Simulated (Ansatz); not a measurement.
Molecule: C4H13NSi, net charge 0, singlet state. 
Coordinates optimised at B3LYP-D3(BJ)/def2-TZVP (Ansatz, a program for electronic structure):
SMILES: NCCCC[SiH3]
```xyz
19

N     -3.6467    -0.5573     0.1283
C     -2.4557     0.1824    -0.2935
C     -1.1919    -0.4905     0.2243
C      0.0841     0.2610    -0.1485
C      1.3582    -0.4183     0.3676
Si     2.9409     0.4953    -0.0747
H     -4.4905    -0.0925    -0.1851
H     -3.6504    -1.4845    -0.2827
H     -2.5242     1.1901     0.1263
H     -2.3764     0.3014    -1.3852
H     -1.1377    -1.5106    -0.1741
H     -1.2656    -0.5869     1.3110
H      0.0272     1.2805     0.2474
H      0.1393     0.3634    -1.2374
H      1.4248    -1.4370    -0.0287
H      1.3106    -0.5213     1.4567
H      3.0767     0.6088    -1.5487
H      4.1299    -0.2179     0.4537
H      2.9225     1.8663     0.4940
```
Charge 0, spin multiplicity 1.

Computed values are from Ansatz. Cores are frozen in the correlated levels unless marked. UHF or UKS for open shells. Spin-orbit coupling is left out. No relativistic terms. CBS(X,Y): correlation extrapolated as X^-3; Hartree-Fock from the larger set. The bracket is a focal-point correction in the basis named.

### Question
What is the T1 diagnostic at CCSD/aug-cc-pV(T+d)Z?

### Answer
0.010.

### Question
What is the total energy at RI-MP2/CBS(aug-cc-pV(T+d)Z,aug-cc-pV(Q+d)Z)+[CCSD(T)-MP2]/aug-cc-pV(T+d)Z?

### Answer
-503.8101 Eh.

### Question
What is the atomisation energy De at RI-MP2/CBS(aug-cc-pV(T+d)Z,aug-cc-pV(Q+d)Z)+[CCSD(T)-MP2]/aug-cc-pV(T+d)Z?

### Answer
7011.6 kJ/mol.

### Question
What is the dipole moment at CCSD(T)/aug-cc-pV(D+d)Z?

### Answer
1.32 D.
